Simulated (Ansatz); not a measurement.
Coupled-cluster run, CH3AgF3PS, SMILES `C[S][Ag-][P+](F)(F)F`.

```yaml
crystal:
  periodic: [false, false, false]
  atoms:
    - {symbol: C, position_ang: [0.485597, -2.179298, 1.550096]}
    - {symbol: S, position_ang: [1.680107, -1.363531, 0.443645]}
    - {symbol: Ag, position_ang: [0.514487, 0.383388, -0.497961]}
    - {symbol: P, position_ang: [-0.590098, 2.146654, -1.481869]}
    - {symbol: F, position_ang: [-0.582488, 2.262067, -3.026996]}
    - {symbol: F, position_ang: [-0.166447, 3.593683, -1.123699]}
    - {symbol: F, position_ang: [-2.113331, 2.253965, -1.220486]}
    - {symbol: H, position_ang: [-0.371663, -2.570565, 1.002950]}
    - {symbol: H, position_ang: [1.005121, -3.016863, 2.017863]}
    - {symbol: H, position_ang: [0.138705, -1.509500, 2.336457]}
basis:
  gaussian: {orbitals: def2-SVP}
correlation: {method: ccsd_t}
```

```sh
$ ansatz run in.yaml --threads 2 --pin off --events-out ev --progress --plain --max-ram 32768MiB --backend cuda --devices 0, --max-vram 18GiB
```

Log, shortened:

```
Functional definition: HF
1330 factors; integrals over basis functions are off by at most 9.1e-4 eV
mean field evaluation 1: about -33242.8238 eV, gradient 5.0e1 eV
mean field evaluation 2: about -33243.0787 eV, gradient 5.0e1 eV
mean field evaluation 4: about -33248.6417 eV, gradient 4.0e0 eV
mean field evaluation 8: about -33248.7063 eV, gradient 4.3e-1 eV
mean field evaluation 16: about -33248.7071 eV, gradient 1.7e-6 eV
mean field -33248.70708042 eV, -1221.8674484224 hartree, gradient 1.7e-6 eV, S^2 0.000000; 0 other end points of the search recorded, 0 dependent functions left out
14 core orbitals not correlated: weight in the atoms' cores, before any rotation towards them, 1.000 or more for the frozen orbitals, at most 0.000 for the correlated occupied ones
reference -33248.70708042 eV, -1221.8674484224 hartree; 29, 29 occupied and 95, 95 virtual orbitals, 1330 factors
second order -35.66662974 eV of doubles, -0.00000000 eV of singles
cycle   1  -35.05936235 eV  change    6.1e-1 eV  update   1.7e-1
cycle   2  -35.90369674 eV  change   -8.4e-1 eV  update   5.3e-2
cycle   3  -36.12572169 eV  change   -2.2e-1 eV  update   3.1e-2
cycle   4  -36.12076090 eV  change    5.0e-3 eV  update   1.0e-2
cycle   5  -36.10435166 eV  change    1.6e-2 eV  update   5.0e-3
cycle   6  -36.10589575 eV  change   -1.5e-3 eV  update   1.6e-3
cycle   7  -36.10666922 eV  change   -7.7e-4 eV  update   7.3e-4
cycle   8  -36.10610210 eV  change    5.7e-4 eV  update   2.5e-4
cycle   9  -36.10598382 eV  change    1.2e-4 eV  update   1.0e-4
cycle  10  -36.10614140 eV  change   -1.6e-4 eV  update   4.5e-5
cycle  11  -36.10608295 eV  change    5.8e-5 eV  update   1.8e-5
perturbative correction -0.94533528 eV, -0.0347404308 hartree
Total energy: -33285.75849866 eV, -1223.2290629282 hartree
```

It took 6.5 s on 2 threads of an AMD EPYC 7R13 on a shared host and a share of an NVIDIA H100 80 GB, with 0.79 GiB of host memory at the peak.

The correlation energy is -37.051 eV, 2.6 % of it from (T); the T1 diagnostic reads 0.0160.
